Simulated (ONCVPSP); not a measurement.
# Plane-wave convergence, ONCV potential for gadolinium

gadolinium, optimised norm-conserving Vanderbilt (ONCV), made with ONCVPSP 4.0.1 (LDA (Perdew-Zunger), scalar-relativistic). Core [Kr] 4d10 4f7, reference 5s2 5p6 5d1 6s1 (charge +1). Waves: 5s+6s: rc 2.45 bohr, ncon 4, nbas 9, qcut 5.8 1/bohr, 2 projectors; 5p: rc 1.85 bohr, ncon 4, nbas 8, qcut 7 1/bohr, 1 projector; 5d: rc 2.70 bohr, ncon 5, nbas 10, qcut 5.2 1/bohr, 2 projectors, debl 2.7 Ha. Local part: polynomial inside 1.65 bohr (lpopt 5, dvloc0 3 Ha). Core correction: Teter function, fcfact 5.25, rcfact 1.65.

**Question.** For each optimised wave give the share of its norm inside rc, the residual kinetic energy above qcut (Ha) and the cutoffs (Ha) for errors of 10, 1, 0.1 and 0.01 mHa per electron.

**Answer.**

| wave | norm inside rc | residual KE | 10 mHa | 1 mHa | 0.1 mHa | 0.01 mHa |
| --- | --- | --- | --- | --- | --- | --- |
| 5s | 0.982 | 4.8e-08 | 5.4 | 9.4 | 11.7 | 13.5 |
| 6s | 0.140 | 2.2e-07 | 3.0 | 9.2 | 12.0 | 14.0 |
| 5p | 0.740 | 4.1e-06 | 11.9 | 17.1 | 20.5 | 23.4 |
| 5d | 0.625 | 8.2e-07 | 6.2 | 8.4 | 10.4 | 11.9 |
| d projector 2 | 0.175 | 1.1e-05 | 8.2 | 10.6 | 12.3 | 14.1 |

The occupied waves need 17 Ha and 21 Ha for 1 and 0.1 mHa.
